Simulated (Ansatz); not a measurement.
Mulliken charges of `F[Si@H]1S[C@@H]1[GeH3]` from B3LYP/def2-TZVPP in Ansatz (PBE0-D4/def2-TZVP geometry).

| atom | x (Å) | y (Å) | z (Å) | charge (e) |
| --- | --- | --- | --- | --- |
| F1 | -2.291 | -1.407 | -1.531 | -0.304 |
| Si2 | -1.557 | -0.673 | -0.328 | 0.591 |
| S3 | -0.412 | -1.754 | 1.003 | -0.221 |
| C4 | 0.260 | -0.561 | -0.320 | -0.267 |
| Ge5 | 1.246 | 0.961 | 0.397 | 0.143 |
| H6 | -2.430 | 0.419 | 0.127 | -0.053 |
| H7 | 0.782 | -1.109 | -1.103 | 0.138 |
| H8 | 0.304 | 1.762 | 1.309 | -0.009 |
| H9 | 2.451 | 0.463 | 1.211 | -0.004 |
| H10 | 1.731 | 1.847 | -0.764 | -0.014 |

Problem. By hand: the dipole of these point charges (1 e Å = 4.8032 D).

Solution. Σ q r = (0.176, 0.486, 0.027) e Å, of length 0.518 e Å = 2.49 D.

Problem. How does the dipole of the full density compare? (An estimate is asked.)

Solution. Ansatz gave: (0.040, 0.257, -0.086) e Å, 1.32 D; the point charges give 1.89 times that, at 24° from its direction.

Point charges leave out the atoms' own dipoles, such as those of lone pairs, and Mulliken's split depends on the basis, so the two needn't agree.

B3LYP here is the variant with VWN-RPA as its local correlation; programs differ in this.
